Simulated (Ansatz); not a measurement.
CH3BClNOTe, SMILES `OC1([TeH])NB1Cl`, 9 atoms. Total charge 0; spin multiplicity 1. Correlated methods include outer-core shells of Te, which these sets cover unevenly. Te takes the def2 core potential. All runs use 4 threads of an Arm Neoverse V2 on a shared host. Correlated methods freeze the cores.

(1) Give the basis size and wall time and peak host memory of each of these runs in Ansatz. RHF-MP2/def2-QZVPP energy; RKS PBE0-D4/def2-TZVP relaxation (15 steps); RKS ωB97M-V/def2-TZVPP energy and forces; RKS PBE0-D4/def2-SVP energy; RKS r2SCAN-D4/def2-TZVPP energy and forces; RHF-CCSD(T)/def2-TZVPP energy; RKS PBE0-D4/def2-QZVPP energy; direct RPA on PBE orbitals/def2-TZVPP energy; RKS ωB97M-V/def2-QZVPP energy; RKS HSE06 (plane-wave form)-D4/def2-TZVPP energy; RHF-CCSD(T)/def2-SVP energy; RKS B3LYP-D4/def2-TZVPP energy and forces. (Estimate.)

Answers

(1) Ansatz gave: Other jobs shared the machine, so times are rough.

```tsv
level	job	functions	wall time	peak host memory (GiB)
RKS PBE0-D4/def2-SVP	energy	115	1.5 s	0.27
RKS HSE06 (plane-wave form)-D4/def2-TZVPP	energy	258	4.2 s	0.82
RKS r2SCAN-D4/def2-TZVPP	energy and forces	258	5.5 s	0.39
RKS B3LYP-D4/def2-TZVPP	energy and forces	258	6 s	0.83
direct RPA on PBE orbitals/def2-TZVPP	energy	258	6.5 s	0.74
RKS PBE0-D4/def2-QZVPP	energy	470	10 s	2
RHF-CCSD(T)/def2-SVP	energy	115	12 s	0.68
RKS ωB97M-V/def2-TZVPP	energy and forces	258	14 s	1.1
RKS ωB97M-V/def2-QZVPP	energy	470	21 s	2.3
RHF-MP2/def2-QZVPP	energy	470	24 s	3
RKS PBE0-D4/def2-TZVP	relaxation (15 steps)	229	77 s	0.72
RHF-CCSD(T)/def2-TZVPP	energy	258	5.8 min	6.8
```

B3LYP here is the variant with VWN-RPA as its local correlation; programs differ in this.
